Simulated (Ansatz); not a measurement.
A nudged elastic band was laid between two geometries of AsBFH5Si (9 atoms, charge 0, multiplicity 1).

Theory: RKS CAM-B3LYP/def2-SVP (Ansatz 0.2.0).

```yaml
movable_images: 5
climbing_image: yes
spring: 5.0 eV/Å²
optimiser: quadratic models (default)
start_path: through a guess of the saddle point
force_threshold: 0.03 eV/Å
iteration_limit: 60
end_points: relaxed
```

Image 0:

```xyz
9
Properties=species:S:1:pos:R:3
B -0.714 1.018 0.755
Si 0.839 0.464 -0.331
F 2.275 0.627 0.421
As 0.402 -1.870 -0.553
H -1.777 1.205 0.219
H -0.664 1.017 1.958
H 0.993 1.035 -1.694
H -0.780 -1.607 -1.477
H -0.485 -1.935 0.685
```

Image 6:

```xyz
9
Properties=species:S:1:pos:R:3
B -0.746 1.322 0.906
Si 0.486 0.376 -0.345
F 1.962 0.141 0.310
As -0.502 -1.701 -0.939
H -1.823 1.685 0.503
H -0.480 1.507 2.066
H 0.696 1.131 -1.612
H 0.847 -2.250 -1.378
H -0.350 -2.258 0.470
```

**Question.** Which bonds break or form, and what moves?

**Answer.** No bond is made or broken. The height of As4 over the plane of its neighbours goes from -0.93 to 0.94 Å.

**Question.** Give the energies along the band, and the barrier.

**Answer.** It converged. The highest image is number 2 of 0 to 6, 48.3 kJ/mol above the first end and 45.1 kJ/mol above the last; the last end lies 3.2 kJ/mol above the first. A vibrational analysis at the climbing image gives one clearly imaginary mode, 157i cm⁻¹: a first-order saddle point.

```csv
image,path coordinate (Å),energy (kJ/mol),height of As4 over the plane of its neighbours (Å)
0,0.00,0.0,-0.93
1,0.94,9.1,-0.84
2,1.88,48.3,0.00
3,3.01,20.1,0.96
4,4.15,17.5,0.94
5,5.29,7.6,0.94
6,6.42,3.2,0.94
```

**Question.** What is the geometry of the highest image?

**Answer.** 
```xyz
9
Properties=species:S:1:pos:R:3
B -0.746 0.642 0.570
Si 0.995 0.880 -0.290
F 2.447 0.730 0.411
As -0.193 -1.236 -0.266
H -1.618 1.158 -0.092
H -0.840 0.617 1.771
H 1.259 1.239 -1.706
H -1.184 -1.816 -1.224
H -0.033 -2.260 0.810
```

**Question.** What are the harmonic wavenumbers there?

**Answer.** 157i, 117, 153, 235, 354, 393, 423, 575, 634, 695, 803, 854, 866, 932, 975, 1083, 2271, 2333, 2369, 2550, 2658 cm⁻¹.

Run time: 5.6 min on 2 threads of AMD EPYC 9R14 (Zen 4), with other jobs on the host, peak memory 0.28 GiB.
